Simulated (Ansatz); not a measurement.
Cost and result up the ladder for SbH2Me (CH5Sb) (7 atoms). Charge 0, multiplicity 1. Geometry: PBE0-D4/def2-TZVP.

Cartesian coordinates in Å:
```
Sb 0.954 -1.016 -0.081
H 1.702 -0.190 1.218
H -0.081 -1.849 0.996
C -0.467 0.565 -0.473
H 0.053 1.389 -0.962
H -0.925 0.915 0.449
H -1.236 0.186 -1.146
```

Ansatz on 4 threads of Arm Neoverse V1 on a shared host. Times are rough, and most runs start from the orbitals of an earlier one. ωB97M-V/def2-TZVP serves as the yardstick here, not as an exact answer. Differences are given only for rows in sets of like size (and for xTB, whose basis is part of the method), since another set adds its own error. Binding counts from free atoms at the same level (Sb quartet, H doublet, C triplet; other spins of the atoms weren't run), without zero-point energy or a counterpoise term.

In the def2 sets Sb takes a core potential; there is no spin–orbit coupling. B3LYP takes the VWN-RPA correlation. Correlated methods freeze 5 core orbitals; core or outer-core shells of Sb are correlated, in sets that lack core-valence functions.

Correlated methods converge slowly with the basis.

```csv
level,functions,wall time,binding energy per atom (eV),difference from ωB97M-V/def2-TZVP (eV)
LDA (SPW92)/def2-TZVP,111,0.4 s,3.47,0.41
PBE-D4/def2-SVP,65,0.4 s,3.08,–
PBE0-D4/def2-SVP,65,0.55 s,3.04,–
CAM-B3LYP-D4/def2-TZVP,111,0.8 s,3.09,0.03
PBE-D4/def2-TZVPD,138,0.85 s,3.09,0.03
B3LYP-D4/def2-TZVP (with forces),111,0.85 s,3.09,0.03
PBE0-D4/def2-TZVP,111,0.9 s,3.05,-0.02
PBE0-D4/def2-TZVPD,138,0.95 s,3.05,-0.01
r2SCAN-D4/def2-TZVPD,138,1.6 s,3.05,-0.01
ωB97X-V/def2-TZVP,111,2.3 s,3.09,0.03
B97M-V/def2-TZVP,111,2.6 s,3.10,0.04
ωB97M-V/def2-TZVP,111,2.6 s,3.06,0.00
CCSD(T)/def2-TZVPD,138,10 s,2.95,-0.11
CCSD(T)/def2-TZVPP,151,13 s,3.00,-0.06
```
